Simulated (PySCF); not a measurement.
A structure optimised at r2SCAN-D4/def2-SVP, used in a PySCF frequency run:

```
Sb
Br 1 2.5249
Br 1 2.5249 2 100.35
```
Charge 0, spin multiplicity 2.

**Question.** Write its SMILES, formula and point group.

**Answer.** [Br][Sb][Br], Br2Sb, C2v

**Question.** What are its rotational constants (standard atomic weights)?

**Answer.** 2.7965, 0.84110, 0.64662 GHz
